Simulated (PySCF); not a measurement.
A PySCF script (with the pyscf-properties extension) for the NMR shieldings of SMILES C=C(C)C1C[C@@H](F)[C@H](F)C1, C₈H₁₂F₂, on a GFN2-xTB geometry:

```python
import basis_set_exchange as bse
import numpy as np
from pyscf import gto, dft
from pyscf.prop import nmr

atoms = """
C     2.337952    1.268157    0.678849
C     1.556378    0.307201    0.211073
C     2.101374   -1.037361   -0.166507
C     0.076000    0.533585    0.054014
C    -0.771572   -0.183202    1.118835
C    -2.188980   -0.111850    0.561036
F    -2.807098    1.044739    0.991660
C    -2.039067   -0.062234   -0.971219
F    -2.578621   -1.197118   -1.537648
C    -0.537580    0.023287   -1.255954
H     3.394722    1.121584    0.822092
H     1.955826    2.241118    0.937031
H     3.102391   -1.167145    0.235522
H     1.469556   -1.840854    0.206454
H     2.159119   -1.129017   -1.250962
H    -0.123250    1.606663    0.138270
H    -0.707008    0.295786    2.093839
H    -0.471015   -1.225908    1.215019
H    -2.836720   -0.936360    0.874888
H    -2.606798    0.782407   -1.375771
H    -0.184325   -0.983320   -1.479331
H    -0.311695    0.669229   -2.102039
"""
names = dict.fromkeys(["C", "F", "H"], "pcSseg-1")
basis = {el: gto.basis.parse(bse.get_basis(n, elements=[el], fmt="nwchem")) for el, n in names.items()}
mol = gto.M(atom=atoms, basis=basis, charge=0, verbose=0)
mf = dft.RKS(mol, xc="PBE0")
mf.grids.level = 2
mf.grids.alignment = dft.numint.BLKSIZE   # the property module wants whole blocks of grid points
mf.conv_tol = 1e-9
mf.kernel()

calc = nmr.RKS(mf)   # GIAO
C = mf.mo_coeff
Co = C[:, mf.mo_occ > 0]
resp = mf.gen_response(singlet=True, hermi=2)
def vind(x):   # induced exchange potential for any number of trial vectors
    d = np.einsum("pi,xij,qj->xpq", C, 2 * x.reshape(-1, C.shape[1], Co.shape[1]), Co, optimize=True)
    return np.einsum("xpq,pi,qj->xij", resp(d - d.transpose(0, 2, 1)), C, Co, optimize=True).ravel()
mo1, _ = nmr.rhf.solve_mo1(calc, with_cphf=vind)
sigma = calc.kernel(mo1)
for i, s in enumerate(sigma):   # ppm
    w = np.linalg.eigvalsh((s + s.T) / 2)
    print("%2d %-2s iso %8.1f  s11 %8.1f  s22 %8.1f  s33 %8.1f" % (i, mol.atom_pure_symbol(i), w.mean(), *w))
```

Task: Give the expected output.

Result: 
```
 0 C  iso     67.3  s11    -37.0  s22     97.6  s33    141.2
 1 C  iso     33.5  s11    -90.3  s22     34.1  s33    156.8
 2 C  iso    167.6  s11    156.8  s22    161.6  s33    184.2
 3 C  iso    137.2  s11    109.7  s22    141.3  s33    160.5
 4 C  iso    144.5  s11    119.6  s22    150.2  s33    163.7
 5 C  iso     83.5  s11     59.8  s22     74.5  s33    116.1
 6 F  iso    376.3  s11    303.9  s22    390.0  s33    435.1
 7 C  iso     82.3  s11     52.6  s22     74.7  s33    119.6
 8 F  iso    379.0  s11    347.8  s22    369.4  s33    419.8
 9 C  iso    146.3  s11    120.2  s22    151.5  s33    167.3
10 H  iso     26.6  s11     23.5  s22     24.9  s33     31.3
11 H  iso     26.4  s11     23.0  s22     24.9  s33     31.4
12 H  iso     29.9  s11     25.7  s22     28.1  s33     35.7
13 H  iso     30.0  s11     25.1  s22     30.8  s33     34.1
14 H  iso     29.8  s11     25.3  s22     28.8  s33     35.4
15 H  iso     28.8  s11     25.4  s22     28.0  s33     33.0
16 H  iso     29.8  s11     25.9  s22     28.1  s33     35.5
17 H  iso     29.9  s11     25.6  s22     30.1  s33     33.9
18 H  iso     26.4  s11     23.0  s22     27.2  s33     29.1
19 H  iso     26.2  s11     23.5  s22     26.7  s33     28.5
20 H  iso     30.0  s11     25.3  s22     30.9  s33     33.8
21 H  iso     29.4  s11     25.5  s22     27.6  s33     35.1
```

These numbers come from an equivalent density-fitted implementation of the same equations, which agrees with the script to about 0.01 ppm for H and up to a few tenths of a ppm for heavy atoms, so last digits may differ.

Task: Turn these shieldings into chemical shifts. Referencing at the same level of theory: 13C (σref 186.93) and 1H (σref 31.72) vs TMS; 19F (σref 170.95) vs CFCl3.

Result: Averaging equivalent atoms: C 1: 153.4; C 0: 119.7; C 7: 104.6; C 5: 103.4; C 3: 49.8; C 4: 42.4; C 9: 40.6; C 2: 19.4; F 6: -205.4; F 8: -208.1; H 19: 5.47; H 18: 5.30; H 11: 5.29; H 10: 5.16; H 15: 2.94; H 21: 2.32; H 16: 1.90; H 17: 1.86; H 12/13/14: 1.82; H 20: 1.74 ppm. Unscaled 19F shifts against computed CFCl3 carry errors that often reach 10 to 50 ppm.

Size and cost of the density-fitted run: 230 basis functions, 93 s wall time on 1 thread of an Arm Neoverse N1, shared host; peak memory 1.1 GiB.
